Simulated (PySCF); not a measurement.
# Which determinant of SnO⁺ lies lowest?

Unrestricted PBE0; basis Sn cc-pVTZ-PP with ECP28, O cc-pVTZ; scalar-relativistic core potentials; PySCF 2.14. Outer shells of the fragments: Sn+ 4d10 5s2 5p1; O 2s2 2p4.

Followed along the bond (rough minima from three points):

| 2Ms+1 | unpaired | ⟨S²⟩ at the start | R at minimum (Å) | Te (eV) |
| --- | --- | --- | --- | --- |
| 2 | π ↑ | 0.76 | 1.98 | 0.00 |
| 2 | σ ↑ | 0.77 | 1.87 | 0.37 |
| 4 | σ ↑, π ↑↑ | 3.77 | none in the scan | ≤ 3.14 |

Solutions found at the starting distance of 2.050 Å, counted from the lowest of them; the search is not exhaustive and high or unbound solutions are not listed, so other states can lie among these:

```tsv
2Ms+1	unpaired	term	E (eV)	⟨S²⟩	⟨Lz²⟩	μ (D)
2	π ↑	²Π	0.00	0.76	1.02	-2.82
2	σ ↑	²Σ⁺	0.68	0.77	0.00	-3.92
4	σ ↑, π ↑↑	mixed	3.23	3.77	2.01	-0.75
4	σ ↑, π ↑↑	mixed	3.39	3.77	2.01	-0.72
2	σ ↑, π ↑↓	mixed	3.69	1.77	2.01	-0.28
4	π ↑↑↑	⁴Π	3.72	3.76	1.01	1.83
```

A term symbol is given only where ⟨S²⟩ and ⟨Lz²⟩ are close to those of a pure state; real π, δ and φ orbitals otherwise mix terms. A positive dipole points towards O; it is taken about the centre of mass and depends on that origin.

Task: Compare the gap between the two lowest followed solutions at the starting distance with the gap between their minima.

Result: At PBE0 the second solution (doublet, unpaired electrons σ ↑) lies +0.68 eV from the first (doublet, unpaired electrons π ↑) at 2.050 Å and +0.37 eV at the minima; the two curves relax by different amounts, since their minima lie near 1.87 and 1.98 Å.

Spin–orbit coupling is left out. Counting both spins, an empty level lies below a filled one in some of these solutions, because spin and occupation are held.
